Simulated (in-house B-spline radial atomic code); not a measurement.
Successive ionisation energies of tantalum; each step leads to the configuration of the next row (after the last: bare). NIST's values go from ground level to ground level; the uncertainty of those that are theory runs from under 0.1 % in few-electron ions to several per cent in heavy many-electron ones. Computed with a B-spline radial code for spherical atoms: non-relativistic Hartree-Fock, average of the configuration, point nuclei.

This level leaves out relativity, spin-orbit splitting included, which matters for heavy ions.

```json
{"ion": "Ta65+", "configuration": "[He] 2s2 2p4", "ionisation energy (eV)": "15641.7", "tabulated value (eV)": "15820", "tabulated kind": "tabulated theory", "computed minus tabulated (eV)": "-178", "highest orbital": "2p", "largest mean radius (bohr)": "0.085349"}
{"ion": "Ta66+", "configuration": "[He] 2s2 2p3", "ionisation energy (eV)": "?", "tabulated value (eV)": "?", "tabulated kind": "tabulated theory", "computed minus tabulated (eV)": "?", "highest orbital": "?", "largest mean radius (bohr)": "?"}
{"ion": "Ta67+", "configuration": "[He] 2s2 2p2", "ionisation energy (eV)": "?", "tabulated value (eV)": "?", "tabulated kind": "tabulated theory", "computed minus tabulated (eV)": "?", "highest orbital": "?", "largest mean radius (bohr)": "?"}
{"ion": "Ta68+", "configuration": "[He] 2s2 2p1", "ionisation energy (eV)": "16634.3", "tabulated value (eV)": "18250", "tabulated kind": "tabulated theory", "computed minus tabulated (eV)": "-1616", "highest orbital": "2p", "largest mean radius (bohr)": "0.084287"}
{"ion": "Ta69+", "configuration": "[He] 2s2", "ionisation energy (eV)": "17049.5", "tabulated value (eV)": "18760", "tabulated kind": "tabulated theory", "computed minus tabulated (eV)": "-1710", "highest orbital": "2s", "largest mean radius (bohr)": "0.083938"}
{"ion": "Ta70+", "configuration": "[He] 2s1", "ionisation energy (eV)": "17342.6", "tabulated value (eV)": "19088.51", "tabulated kind": "tabulated theory", "computed minus tabulated (eV)": "-1746", "highest orbital": "2s", "largest mean radius (bohr)": "0.083616"}
{"ion": "Ta71+", "configuration": "1s2", "ionisation energy (eV)": "71266.2", "tabulated value (eV)": "76852", "tabulated kind": "tabulated theory", "computed minus tabulated (eV)": "-5586", "highest orbital": "1s", "largest mean radius (bohr)": "0.020654"}
{"ion": "Ta72+", "configuration": "1s1", "ionisation energy (eV)": "72504.7", "tabulated value (eV)": "78394.63", "tabulated kind": "tabulated theory", "computed minus tabulated (eV)": "-5890", "highest orbital": "1s", "largest mean radius (bohr)": "0.020548"}
```

Q: Fill in the row of Ta66+.

A: ionisation energy (eV): 15969.8; tabulated value (eV): 16150; computed minus tabulated (eV): -180; highest orbital: 2p; largest mean radius (bohr): 0.084992.

Q: Fill in the row of Ta67+.

A: ionisation energy (eV): 16300.6; tabulated value (eV): 17840; computed minus tabulated (eV): -1539; highest orbital: 2p; largest mean radius (bohr): 0.084638.

Q: Where is the largest jump?

A: From Ta70+ to Ta71+, by a factor of 4.11 (17343 to 71266 eV); the highest orbital goes from 2s to 1s.
